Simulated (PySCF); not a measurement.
Species: C5H8F3PSi.
SMILES with atom numbers: `[F:1][C:2]([F:3])([F:4])[C:5]1=[C:6]([SiH3:7])[CH2:8][PH:9][CH2:10]1`

Structure used (GFN2-xTB), in Å, numbered top down from 1:
```xyz
18
C5H8F3PSi angstrom
F     -1.0198    2.3282    1.3155
C     -0.4461    1.9373    0.1589
F     -1.0934    2.6078   -0.8149
F      0.8037    2.4297    0.1822
C     -0.5222    0.4611   -0.0316
C      0.5122   -0.3717   -0.1124
Si     2.3540    0.0662   -0.0088
C      0.1069   -1.8001   -0.3413
P     -1.7123   -1.9493    0.0659
C     -1.9094   -0.1078   -0.1681
H      3.0596   -1.2135   -0.1247
H      2.6157    0.6683    1.2946
H      2.7013    0.9360   -1.1276
H      0.2665   -2.0579   -1.3940
H      0.6951   -2.5015    0.2523
H     -1.5052   -1.8421    1.4519
H     -2.3067    0.1030   -1.1678
H     -2.6086    0.3128    0.5582
```

Probes without a nucleus sit at each ring's centroid and 1 Å off its mean plane on both sides; NICS is minus the shielding there, NICSzz its component along the normal. Level: GIAO PBE0/pcSseg-1 (PySCF, non-relativistic, gas phase) on the GFN2-xTB geometry, one conformer.

Ring bond lengths (Å), with Mayer bond orders in brackets: C5–C6 1.330 (1.79), C6–C8 1.502 (1.00), C8–P9 1.870 (0.98), P9–C10 1.867 (0.97), C10–C5 1.506 (1.02).

Give the NICS values of each ring in ppm.

```csv
ring,type,NICS(0),"NICS(1), two faces","NICS(1)zz, two faces",rms pucker (Å),"centre to ring atoms, mean (Å)"
C5–C6–C8–P9–C10,"5-membered ring with P; formal bonds 1 double, 4 single",-2.7,-3.9 / -3.1,-1.4 / -2.0,0.12,1.36
```

What do they say, and how far can they be read as aromaticity?

- C5–C6–C8–P9–C10: mean NICS(1)zz -1.7 ppm, near zero. C8, C10 have four or more neighbours, and the NICS criterion for π rings isn't applied.

At the first NICS(1) probe listed for ring C5–C6–C8–P9–C10, 1 Å off the ring, how large is the induced field along the normal in 7.05 T applied along it?

NICSzz × B0 = -1.4 ppm × 7.05 T = -10 μT, against the applied field.
